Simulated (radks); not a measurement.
Results of a calculation; reference values are marked as such.
Problem. Gd3+, configuration [Xe] 4f7. Level of theory: Dirac Kohn-Sham, PBE, spin-unpolarised, spherical densities, point nucleus; open shells fill j = l - 1/2 first (a radial shooting solver on a logarithmic mesh with Libxc functionals). Some entries of the table are withheld. Estimate them.

| orbital | occ. | eigenvalue (Ry) | <r^2> (bohr^2) |
|---|---|---|---|
| 1s1/2 | 2 | -3680.579 | 0.0006547 |
| 2s1/2 | 2 | -608.9120 | 0.01021 |
| 2p1/2 | 2 | -578.2327 | 0.007417 |
| 2p3/2 | 4 | -527.0856 | 0.008652 |
| 3s1/2 | 2 | -136.3892 | 0.06814 |
| 3p1/2 | 2 | -123.1055 | 0.06349 |
| 3p3/2 | 4 | -112.6134 | 0.07056 |
| 3d3/2 | 4 | (1) | 0.05633 |
| 3d5/2 | 6 | (2) | 0.05831 |
| 4s1/2 | 2 | -28.92809 | 0.3452 |
| 4p1/2 | 2 | -23.75824 | 0.3633 |
| 4p3/2 | 4 | -21.42504 | 0.4019 |
| 4d3/2 | 4 | -12.91369 | 0.4611 |
| 4d5/2 | 6 | -12.49207 | 0.4763 |
| 5s1/2 | 2 | -5.47687 | 1.969 |
| 5p1/2 | 2 | -4.03842 | 2.445 |
| 5p3/2 | 4 | -3.70709 | 2.734 |
| 4f5/2 | 6 | (3) | 0.9286 |
| 4f7/2 | 1 | (4) | 0.9545 |

Solution. 
(1) 3d3/2 eigenvalue (Ry): -89.69813
(2) 3d5/2 eigenvalue (Ry): -87.41241
(3) 4f5/2 eigenvalue (Ry): -2.49152
(4) 4f7/2 eigenvalue (Ry): -2.43570
